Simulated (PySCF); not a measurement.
Cd(H)(NH2) (CdH3N), SMILES [NH2][CdH]. The structure is a stationary point at B3LYP-D3(BJ)/def2-TZVP. The def2 effective core potentials stand for the cores of Cd; spin–orbit coupling is left out.

The numbers are results of B3LYP-D3(BJ)/def2-TZVP run with PySCF, not measurements.

Harmonic wavenumbers (cm⁻¹): 451, 463, 484, 581, 769, 1559, 1852, 3493, 3581. Rotational constants (GHz): 306.1, 7.759, 7.639; symmetry number 1.

**Question.** Work out the zero-point energy and the ideal-gas rigid-rotor harmonic-oscillator thermochemistry at 298.15 K and 1 atm.

**Answer.** ZPE = ½ Σ hcν = ½ × 13233 cm⁻¹ = 18.92 kcal/mol. H − E(el) = 21.92 kcal/mol. Entropy in cal/(mol K): translation 40.49, rotation 20.41, vibration 2.98, total 63.88. G − E(el) = 2.88 kcal/mol. Cp = 13.78 cal/(mol K).
